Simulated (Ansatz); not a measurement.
Reactions of C₄H₉Al (`C=[C](C)[AlH][CH3]`).

Calculated with Ansatz (gas phase, PBE0-D4/def2-TZVP geometries, no zero-point term in ΔE). CCSD(T)/CBS adds triple-zeta CCSD(T) − MP2 to the extrapolated MP2 energy (def2 sets, frozen cores). This one scheme is used for every species. DFT in def2-TZVPP. For Se outer-core shells are correlated without core-valence functions, which leaves a few kJ/mol of doubt a bond. Scalar relativity is left out up to krypton. Each species was taken in one conformer, which may not be the lowest.

```csv
reaction,B2PLYP (kJ/mol),MP2/CBS(def2) (kJ/mol),CCSD(T)/CBS(def2) (kJ/mol)
`C=[C](C)[AlH][CH3]` + `C1CC1` → `[CH3][AlH][CH]1CC1` + `C=CC`,0,-3,-3
`C=[C](C)[AlH][CH3]` + `OC(F)[SeH]` → `C[Se]C(O)F` + `C=[C](C)[AlH2]`,52,50,51
`C=[C](C)[AlH][CH3]` + H₂ → `C=[CH][AlH][CH3]` + CH₄,-67,-57,-62
`C=[C](C)[AlH][CH3]` + `CCCCCC` → `CCCCCCC` + `C=[C](C)[AlH2]`,41,44,41
```

Largest T1 diagnostic: 0.011, for `OC(F)[SeH]`.
